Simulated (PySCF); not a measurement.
Run record: geometry optimisation, `C=C(/C(=C\C=O)F)F`.

Method: PBE0-D3(BJ)/def2-SVP geometry optimisation, gas phase (PySCF 2.14.0). Start geometry: GFN2-xTB. The input is one job of a driver script: a line of settings, then coordinates in Å.

Input:
```
{"job": {"xc": "PBE0", "basis": "def2-SVP", "d3": "d3bj", "grid": 2, "kind": "geom"}, "charge": 0, "multiplicity": 1}
C     -2.332888    -0.262682    -0.201630
C     -1.037906    -0.342061     0.090766
F     -0.609644    -1.297376     0.936958
C     -0.005421     0.537808    -0.437399
F     -0.523755     1.459088    -1.273605
C      1.320797     0.576258    -0.233948
C      2.130590    -0.297024     0.613661
O      3.323899    -0.166120     0.720752
H     -2.702785     0.489551    -0.872673
H     -3.034011    -0.953371     0.230818
H      1.876176     1.345357    -0.756203
H      1.596146    -1.090115     1.156475
```

Output:
```
step   0  E = -466.94443658  max force = 0.012138
step   1  E = -466.94390353  max force = 0.009973
step   2  E = -466.94525053  max force = 0.002925
step   3  E = -466.94540380  max force = 0.002011
step   4  E = -466.94553835  max force = 0.002291
step   5  E = -466.94547126  max force = 0.004776
step   6  E = -466.94563954  max force = 0.000677
step   7  E = -466.94564255  max force = 0.001133
step   8  E = -466.94565489  max force = 0.000275
optimisation converged
```

Energies in Eh; «max force» is the largest Cartesian gradient component in Eh/bohr.

Task: At which steps does the energy rise by more than 1e-5 Eh?

Result: At steps 1 (+0.53 mEh) and 5 (+0.07 mEh).

Main results: final energy -466.94565 Eh after 8 steps; dipole 3.70 D.

Task: Where do the atoms end?

Result: 0.018 Å rms from the input after alignment:
```
atom  x, y, z in Å
C1    -2.3209   -0.3706   -0.2555
C2    -1.0440   -0.3272    0.1276
F3    -0.6380   -0.9709    1.2206
C4     0.0087    0.3998   -0.5816
F5    -0.4668    1.0237   -1.6559
C6     1.3226    0.5176   -0.3088
C7     2.0875   -0.0612    0.8045
O8     3.2714    0.1489    0.9280
H9    -2.6378    0.1587   -1.1521
H10   -3.0474   -0.9358    0.3294
H11    1.9083    1.1275   -1.0027
H12    1.5358   -0.7002    1.5268
```

Task: How long does this job take on an Arm Neoverse V1 with one thread (shared host)? And the peak memory of the process?

Result: About 66 s, with 0.72 GiB resident at the peak, the Python interpreter and its libraries included.
Labels such as C1 count atoms from 1, the log's own numbers from 0.
